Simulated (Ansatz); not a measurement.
Cost and result up the ladder for Sn₃₀H₃₆, a nanocrystal cut from cubic tin (66 atoms). Charge 0, multiplicity 1. Geometry: PBE-D4/def2-SVP.

```xyz
66

Sn   -5.223    0.870    2.141
Sn   -2.727   -3.061    3.761
Sn   -2.830    4.609    0.963
Sn    1.744    4.683    1.174
Sn    1.848   -2.816    3.898
Sn    4.088    0.954    2.650
Sn   -0.540    0.853    2.419
Sn   -2.634   -1.793   -0.729
Sn   -0.368    2.067   -2.029
Sn    1.973   -1.630   -0.567
Sn   -0.270   -5.493    0.844
Sn   -0.118   -4.172   -3.903
Sn    4.268    2.188   -1.826
Sn    2.203   -0.363   -5.020
Sn   -2.906    2.383    2.699
Sn   -0.539   -1.337    4.212
Sn   -5.057   -0.382   -0.376
Sn   -2.621   -3.957    1.090
Sn    1.722    2.476    2.936
Sn   -0.591    6.231    1.515
Sn   -2.639    3.719   -1.706
Sn    1.893    3.671   -1.459
Sn    4.097   -1.211    4.458
Sn    1.950   -3.800    1.250
Sn    4.208    0.020   -0.015
Sn   -0.401   -0.123   -0.236
Sn   -2.548   -2.864   -3.343
Sn   -0.112    1.217   -4.713
Sn    2.098   -2.554   -3.241
Sn    4.454    1.244   -4.479
H    -6.613    1.917    2.188
H    -5.451   -0.345    3.361
H    -2.607   -4.426    4.833
H    -4.232   -2.264    4.100
H    -4.297    5.535    1.161
H     3.161    5.652    1.493
H     1.802   -4.177    4.992
H     5.461    1.994    2.941
H    -0.264   -6.738    2.059
H    -0.187   -6.275   -0.705
H    -0.058   -5.660   -3.010
H    -0.043   -4.579   -5.594
H     5.638    3.204   -1.452
H     2.282   -0.965   -6.657
H    -2.995    2.965    4.342
H    -0.606   -0.708    5.840
H    -6.382   -1.493   -0.568
H    -5.212    0.820   -1.621
H    -4.010   -4.960    0.755
H     1.604    3.047    4.582
H    -0.674    6.844    3.139
H    -0.566    7.604    0.448
H    -2.468    5.089   -2.766
H    -4.082    2.877   -2.184
H     1.884    5.012   -2.579
H     4.038   -0.635    6.098
H     5.560   -2.136    4.289
H     3.430   -4.703    1.040
H     5.648   -0.947   -0.218
H    -2.787   -1.587   -4.497
H    -3.872   -3.978   -3.532
H    -1.529    0.346   -5.216
H     0.008    2.630   -5.722
H     3.559   -3.491   -3.431
H     4.525    2.578   -5.592
H     5.914    0.323   -4.685
```

Ansatz on 11 threads of AMD EPYC 7R13 on a shared host and a whole NVIDIA H100 80GB HBM3. Times are rough, and most runs start from the orbitals of an earlier one. PBE0-D4/def2-SVP serves as the yardstick here, not as an exact answer. Differences are given only for rows in sets of like size (and for xTB, whose basis is part of the method), since another set adds its own error. Binding counts from free atoms at the same level (Sn triplet, H doublet; other spins of the atoms weren't run), without zero-point energy or a counterpoise term.

In the def2 sets Sn takes a core potential; there is no spin–orbit coupling. Correlated methods freeze 120 core orbitals; core or outer-core shells of Sn are correlated, in sets that lack core-valence functions. The rows differ in basis, and correlated rows in double-zeta sets carry the largest basis error. Single mean-field runs in def2-SVP, def2-mTZVP are fitted with def2-universal-jkfit.

Correlated methods converge slowly with the basis, most of all in double-zeta sets.

```csv
level,functions,wall time
r2SCAN-D4/def2-SVP,960,9 s
PBE-D4/def2-SVP (with forces),960,11 s
r2SCAN-D4/def2-mTZVP,1188,12 s
B97M-V/def2-SVP,960,14 s
PBE0-D4/def2-SVP (with forces),960,20 s
MP2/def2-SVP,960,34 s
```

Problem. Estimate what each level gives for the binding energy per atom (eV).

Solution. 
```json
{"level": "r2SCAN-D4/def2-SVP", "binding energy per atom (eV)": "2.50", "difference from PBE0-D4/def2-SVP (eV)": "-0.01"}
{"level": "PBE-D4/def2-SVP (with forces)", "binding energy per atom (eV)": "2.51", "difference from PBE0-D4/def2-SVP (eV)": "0.01"}
{"level": "r2SCAN-D4/def2-mTZVP", "binding energy per atom (eV)": "2.48", "difference from PBE0-D4/def2-SVP (eV)": "–"}
{"level": "B97M-V/def2-SVP", "binding energy per atom (eV)": "2.57", "difference from PBE0-D4/def2-SVP (eV)": "0.06"}
{"level": "PBE0-D4/def2-SVP (with forces)", "binding energy per atom (eV)": "2.51", "difference from PBE0-D4/def2-SVP (eV)": "0.00"}
{"level": "MP2/def2-SVP", "binding energy per atom (eV)": "2.33", "difference from PBE0-D4/def2-SVP (eV)": "-0.18"}
```
